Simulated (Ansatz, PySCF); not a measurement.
B(F)2(OEt) (C₂H₅BF₂O), SMILES FB(F)OCC. Atoms are numbered in the order given.

```xyz
11

B      0.6432    -0.0298     0.6618
F     -0.0646    -1.1131     0.9894
F      1.8597     0.0962     1.1734
O      0.1595     0.9184    -0.1548
C     -1.1286     0.7868    -0.7554
C     -1.0748    -0.1212    -1.9714
H     -1.8496     0.4046    -0.0135
H     -1.4407     1.8032    -1.0386
H     -0.7957    -1.1456    -1.6792
H     -2.0589    -0.1619    -2.4636
H     -0.3366     0.2513    -2.6981
```
Charge 0, spin multiplicity 1.

The structure is a stationary point at ωB97X-D3(BJ)/def2-SVP. Other conformers were not sampled.

Two levels are set side by side: PBE-D3(BJ)/def2-SVP (Ansatz, a program for electronic structure) and ωB97X-D3(BJ)/def2-SVP (PySCF). Each level has its own optimised geometry; the coordinates shown are those of the second. Frequencies come from the Hessian of PySCF at each geometry. Differences are taken from unrounded values.

```json
[
 {"quantity": "mean bond length (Å)", "ωB97X-D3(BJ)": "1.245", "PBE-D3(BJ)": "1.252", "PBE-D3(BJ) minus ωB97X-D3(BJ)": "0.007"},
 {"quantity": "bond B1–F2 (Å)", "ωB97X-D3(BJ)": "1.335", "PBE-D3(BJ)": "1.341", "PBE-D3(BJ) minus ωB97X-D3(BJ)": "0.006"},
 {"quantity": "bond B1–F3 (Å)", "ωB97X-D3(BJ)": "1.326", "PBE-D3(BJ)": "1.332", "PBE-D3(BJ) minus ωB97X-D3(BJ)": "0.006"},
 {"quantity": "bond B1–O4 (Å)", "ωB97X-D3(BJ)": "1.342", "PBE-D3(BJ)": "1.350", "PBE-D3(BJ) minus ωB97X-D3(BJ)": "0.008"},
 {"quantity": "bond O4–C5 (Å)", "ωB97X-D3(BJ)": "1.427", "PBE-D3(BJ)": "1.435", "PBE-D3(BJ) minus ωB97X-D3(BJ)": "0.008"},
 {"quantity": "bond C5–C6 (Å)", "ωB97X-D3(BJ)": "1.519", "PBE-D3(BJ)": "1.520", "PBE-D3(BJ) minus ωB97X-D3(BJ)": "0.002"},
 {"quantity": "bond C5–H7 (Å)", "ωB97X-D3(BJ)": "1.103", "PBE-D3(BJ)": "1.111", "PBE-D3(BJ) minus ωB97X-D3(BJ)": "0.009"},
 {"quantity": "bond C5–H8 (Å)", "ωB97X-D3(BJ)": "1.100", "PBE-D3(BJ)": "1.109", "PBE-D3(BJ) minus ωB97X-D3(BJ)": "0.009"},
 {"quantity": "bond C6–H9 (Å)", "ωB97X-D3(BJ)": "1.101", "PBE-D3(BJ)": "1.109", "PBE-D3(BJ) minus ωB97X-D3(BJ)": "0.008"},
 {"quantity": "bond C6–H10 (Å)", "ωB97X-D3(BJ)": "1.101", "PBE-D3(BJ)": "1.109", "PBE-D3(BJ) minus ωB97X-D3(BJ)": "0.007"},
 {"quantity": "bond C6–H11 (Å)", "ωB97X-D3(BJ)": "1.101", "PBE-D3(BJ)": "1.108", "PBE-D3(BJ) minus ωB97X-D3(BJ)": "0.007"},
 {"quantity": "highest harmonic wavenumber (cm⁻¹)", "ωB97X-D3(BJ)": "3178", "PBE-D3(BJ)": "3079", "PBE-D3(BJ) minus ωB97X-D3(BJ)": "-100"},
 {"quantity": "mean harmonic wavenumber (cm⁻¹)", "ωB97X-D3(BJ)": "1336", "PBE-D3(BJ)": "1285", "PBE-D3(BJ) minus ωB97X-D3(BJ)": "-50"},
 {"quantity": "zero-point energy (kcal/mol)", "ωB97X-D3(BJ)": "51.55", "PBE-D3(BJ)": "49.62", "PBE-D3(BJ) minus ωB97X-D3(BJ)": "-1.94"}
]
```

GGA bonds tend to be longer and softer than those of functionals with exact exchange. Differences between two approximate levels are no errors against the true value.
